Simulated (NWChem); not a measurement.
System: BiCl3; SMILES [Cl][Bi]([Cl])[Cl]

Computed with NWChem. Coordinates come from a PBE0/def2-SVP optimisation. def2 effective core potentials on Bi; no spin-orbit coupling.

### Question
Predict the results for BHandHLYP/def2-SVP. Quantities: highest occupied level (eV); orbital gap (eV); dipole (D).

### Answer
```json
{
 "highest occupied level (eV)": "-9.58",
 "orbital gap (eV)": "8.11",
 "dipole (D)": "4.31"
}
```
